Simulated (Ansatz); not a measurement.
`N#CCC1CO1` + `[SH][GeH3]` → `N#C[S][GeH3]` + `CC1CO1`  (substitution at a C–C bond)

Calculated with Ansatz (gas phase, PBE0-D4/def2-TZVP geometries, no zero-point term in ΔE). CCSD(T)/CBS is the MP2 limit (def2-TZVPP, def2-QZVPP) plus CCSD(T) − MP2 in def2-TZVPP, frozen cores. DFT in def2-TZVPP. B3LYP here is the variant with VWN-RPA as its local correlation; programs differ in this. For Ge outer-core shells are correlated without core-valence functions, which leaves a few kJ/mol of doubt a bond. Scalar relativity is left out up to krypton. One conformer a species, not always the lowest.

`N#CCC1CO1`:

```xyz
11

N     2.405   -0.991   -1.420
C     1.613   -0.897   -0.593
C     0.590   -0.766    0.431
C    -0.669   -0.138   -0.117
C    -0.899    1.297   -0.020
O    -1.550    0.383    0.854
H     0.367   -1.757    0.838
H     0.976   -0.155    1.252
H    -1.148   -0.689   -0.924
H    -0.143    1.926    0.444
H    -1.543    1.787   -0.744
```

`[SH][GeH3]`:

Z-matrix (Å, degrees):
```
Ge
S 1 2.224
H 1 1.536 2 110.4
H 1 1.533 2 104.8 3 119.2
H 1 1.536 2 110.4 3 -121.7
H 2 1.343 1 94.6 3 60.6
```

`N#C[S][GeH3]`:

```xyz
7

N    -2.252   -1.150    1.172
C    -1.232   -1.286    0.646
S     0.248   -1.513   -0.116
Ge    0.725    0.681   -0.380
H     0.787    1.316    1.010
H    -0.367    1.296   -1.257
H     2.090    0.655   -1.074
```

`CC1CO1`:

Z-matrix (Å, degrees):
```
C
C 1 1.495
H 1 1.091 2 110.5
H 1 1.093 2 110.6 3 120.4
H 1 1.093 2 110.7 3 -120.0
C 2 1.459 1 122.2 3 -25.4
O 2 1.420 1 116.7 3 43.2
H 2 1.090 1 115.7 3 -179.5
H 6 1.087 2 120.1 1 -152.8
H 6 1.088 2 119.0 1 0.2
```

```
             level  ΔE (kJ/mol)  difference from CCSD(T)/CBS
       LDA (SPW92)         11.5                         -5.4
            B97M-V         11.7                         -5.2
           ωB97M-V         17.6                          0.7
             B3LYP         12.4                         -4.5
             BHLYP         20.0                          3.1
RPA@PBE/def2-TZVPP         16.5                         -0.4
      MP2/def2-SVP         21.6                          4.7
SCS-MP2/def2-TZVPP         14.6                         -2.3
SCS-MP2/def2-QZVPP         14.6                         -2.3
      HF/CBS(def2)         30.6                         13.7
       CCSD(T)/CBS         16.9                            0
```

Largest T1 diagnostic among the species: 0.013.

From BLYP to BHLYP (50 % exact exchange), in def2-TZVPP and without D4, ΔE moves by +13.5 kJ/mol. Leaving LDA and LC-ωPBE aside and taking each functional with its dispersion term where it has one, the values, not all of them listed here, spread over 15.0 kJ/mol, from revPBE-D4 to ωB97X-V. LDA lies +4.6 kJ/mol from PBE without D4.
